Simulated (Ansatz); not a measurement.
Calculated with Ansatz (gas phase, PBE0-D4/def2-TZVP geometries, no zero-point term in ΔE). CBS: MP2 limit from def2 TZ/QZ plus the TZ coupled-cluster correction, frozen cores. This one scheme is used for every species. Functionals use def2-TZVPP. B3LYP here is the variant with VWN-RPA as its local correlation; programs differ in this. For Br outer-core shells are correlated without core-valence functions, which leaves a few kJ/mol of doubt a bond. Scalar relativity is left out up to krypton. One conformer a species, not always the lowest.

Reaction (formal exchange of groups at a C–B bond): `OCBBr` + `C=C` → `C=CCO` + `BBr`

```tsv
level	ΔE (eV)
B3LYP-D4	0.33
r2SCANh	0.36
CCSD(T)/def2-SVP	0.23
CCSD(T)/def2-TZVPP	0.29
```

Question: What does CCSD(T)/CBS give? (An estimate is asked.)

Answer: Ansatz gave: +0.32 eV. The listed levels differ from it by 0.01, 0.04, -0.09, -0.03 eV.

Question: What do rigid-rotor, harmonic-oscillator terms from PBE0-D4/def2-TZVP frequencies (298.15 K, 1 bar) make of the CCSD(T)/CBS value? (Estimate.)

Answer: Computed: ΔZPE = +0.01 eV, ΔH = +0.32 eV, ΔS = 0 J/(mol·K), ΔG = +0.31 eV.

Largest T1 diagnostic among the species: 0.011.

From BLYP to BHLYP (50 % exact exchange), in def2-TZVPP and without D4, ΔE moves by −0.04 eV. At CCSD(T), def2-SVP lies −0.09 eV from the extrapolated value and def2-TZVPP −0.02 eV.
